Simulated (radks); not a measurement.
The numbers below are computed, except where a source is named.
Question: Ionisation of Bi+, [Hg] 6p2, to Bi2+, [Hg] 6p1, under several functionals. Dirac Kohn-Sham, spin-unpolarised, spherical densities, point nucleus; open shells fill j = l - 1/2 first; a radial shooting solver on a logarithmic mesh with Libxc functionals. Known Delta-SCF values: exchange-only PBE 15.795 eV; PBEsol 16.710 eV. What does BP86 give, and what is its highest occupied eigenvalue?

Answer: 16.829 eV by Delta-SCF; the 6p1/2 eigenvalue is -12.712 eV. NIST: 16.703 eV (measured).

Beside tabulated values, note that spin-unpolarised runs miss the spin-polarisation part of the exchange energy of open shells.
